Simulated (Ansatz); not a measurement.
The Te1–F2 bond of FHOTe (SMILES O[Te]F) is stretched (multiplicity 1, the rest rigid).
Geometry at rest (charge 0, multiplicity 1):
```xyz
4

Te     0.120     0.043     0.309
F     -1.075     1.133    -0.735
O      0.309    -1.406    -0.981
H      0.993    -1.183    -1.625
```

Frozen-core correlation. Filled d and f shells under p-block atoms count as core.

Run with Ansatz (Gaussian basis) for Hartree–Fock, density functionals and correlated methods. Values without a source in brackets are computed. In def2 rows elements past Kr take small-core potentials, without spin–orbit coupling.

Energies above the point at 1.925 Å (the B3LYP-D3(BJ) bond length), FIC-MRCISD+Q on CASSCF(6,4)/def2-SVP (kcal/mol): 18.28 at 1.733 Å; 5.72 at 2.118 Å; 73.72 at 6.160 Å.

### Question
Take the last value as the depth D of a Morse curve D(1 − e^(−a(R − R₀)))², fit a and R₀ to the two near points, and test it at 2.599 and 3.369 Å.

### Answer

With D = 73.7, both near points (counted from the curve's value at 1.925 Å) are met by a = 1.91 Å⁻¹ and R₀ = 1.945 Å, so k = 2Da² = 538 kcal/(mol Å²). The curve then gives 37.4 and 64.2 kcal/mol; the level itself gives 42.3 and 70.1, so Morse is off by -4.9 and -5.8.

Doubts at one or more of the structures used: active orbitals that take no part (FIC-MRCISD+Q on CASSCF(6,4)/def2-SVP).

Ansatz is a first-principles code.
